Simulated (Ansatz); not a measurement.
Two isomers of CH7NOSi: A = `NC[SiH2]O`, B = `N[SiH2]CO`.

Calculated with Ansatz (gas phase, PBE0-D4/def2-TZVP geometries, no zero-point term in ΔE). CCSD(T)/CBS is the MP2 limit (def2-TZVPP, def2-QZVPP) plus CCSD(T) − MP2 in def2-TZVPP, frozen cores. Functionals use def2-TZVPP. B3LYP here is the variant with VWN-RPA as its local correlation; programs differ in this. One conformer a species, not always the lowest.

Question: Which is lower in electronic energy at CCSD(T)/CBS, and by how much? (An estimate is asked.)

Answer: The calculation gave: A, by 15.3 kcal/mol.

Question: Give E(B) − E(A) in kcal/mol with ωB97M-V, CCSD(T)/def2-TZVPP, B3LYP-D4, B3LYP, LDA (SPW92), MP2/def2-TZVPP, B2PLYP. (Estimate.)

Answer: Ansatz gave: ωB97M-V 14.7, CCSD(T)/def2-TZVPP 15.3, B3LYP-D4 14.3, B3LYP 14.3, LDA (SPW92) 13.2, MP2/def2-TZVPP 16.0, B2PLYP 15.0. None reverses the order clearly.

Question: Does the order hold for the free energy at 298.15 K (harmonic terms from PBE0-D4)? (An estimate is asked.)

Answer: Ansatz gave: Yes: G(B) − G(A) = +14.8 kcal/mol, for one conformer each.

Largest T1 diagnostic: 0.011.

From PBE to PBE0 (25 % exact exchange), in def2-TZVPP and without D4, E(B) − E(A) moves by +0.9 kcal/mol. Leaving LDA and LC-ωPBE aside and taking each functional with its dispersion term where it has one, the values, not all of them listed here, spread over 2.0 kcal/mol, from PBE-D4 to PBE-QIDH.
